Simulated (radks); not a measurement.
The numbers below are computed, except where a source is named.
The phosphorus anion P3-, [Ar], held by a Watson sphere: a shell of charge +3.07 at radius R that stands for the Madelung well of a crystal (potential energy -3.07/R inside, -3.07/r outside, in hartree with lengths in bohr). Code: a radial shooting solver on a logarithmic mesh with Libxc functionals. Model: scalar-relativistic Kohn-Sham, LDA (Slater exchange, Perdew-Wang correlation), spin-polarised, spherical densities, finite nucleus; Fermi nuclear charge, rms radius of each element as measured or else 0.836 A^(1/3) + 0.57 fm. Response by self-consistent Sternheimer equations with the Hartree and adiabatic LDA kernel, the relativistic mass of each level held fixed and spin-orbit coupling left out. The sphere does not respond.

R (bohr)  e(2p) (eV)  e(3s) (eV)  e(3p) (eV)  <r> 3p (bohr)  sum of <r^2> (bohr^2)  X-ray form factor at sin(theta)/lambda = 0.1 1/angstrom  alpha (bohr^3)
2.27         -121.35     -16.350      -8.246          2.340                  49.82                                                   15.014           33.27
2.35         -121.31     -16.058      -8.063          2.373                  51.09                                                   14.957           35.23
2.58         -121.25     -15.265      -7.539          2.468                  54.83                                                   14.795           41.62
2.8          -121.23     -14.577      -7.050          2.557                  58.47                                                   14.646           48.91
3.16         -121.18     -13.599      -6.300          2.699                  64.56                                                   14.420           63.79
3.64         -121.06     -12.555      -5.416          2.884                  72.98                                                   14.153           90.77
3.92         -120.96     -12.066      -4.968          2.990                  78.08                                                   14.015           111.2
